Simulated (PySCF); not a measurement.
C2H3O (SMILES [CH]1CO1), doublet, at a GFN2-xTB geometry. Base run: R2SCAN/3-21G (PySCF).

Here is a job for PySCF.
```python
from pyscf import gto, scf, dft

mol = gto.Mole()
mol.atom = '''
    C     0.01087352    0.76232142   -0.35451736
    O     0.03604346    0.06301074    0.80368470
    C     0.04678985   -0.68289431   -0.41305190
    H    -0.76746590    1.46394712   -0.59035908
    H    -0.84981573   -1.26718433   -0.59441867
    H     0.98295372   -1.17741137   -0.63928419
'''
mol.basis = '3-21g'
mol.spin = 1
mol.verbose = 4
mol.build()

mf = dft.UKS(mol)
mf.xc = 'r2scan'
mf.kernel()
```

Variants of this job, named by their change:

```
change                                           ΔE vs base (mEh)  fitting functions  dipole (D)
-----------------------------------------------  ----------------  -----------------  ----------
base                                                        0.000                  -        1.77
auxbasis = def2-svp-ri                                     -9.250                186        1.77
auxbasis = cc-pvqz-jkfit                                   -0.079                471        1.77
auxbasis = even-tempered beta=2.0                          -3.474                192        1.78
auxbasis = even-tempered beta=1.6                          -3.026                273        1.78
auxbasis = default (with mf = mf.density_fit())            -0.163                281        1.77
auxbasis = cc-pvtz-ri                                      -0.234                333        1.77
auxbasis = def2-universal-jkfit                            -0.163                281        1.77
auxbasis = autoaux                                         -3.239                245        1.78
auxbasis = cc-pvtz-jkfit                                   -0.133                327        1.77
```

A fitting set is made for a task (jfit for Coulomb, jkfit for Coulomb and exchange, ri for correlation) and for a family of orbital bases.

Open shells are given as the SCF converged; they aren't shown to be the lowest states, and a large step between rows can be another state.
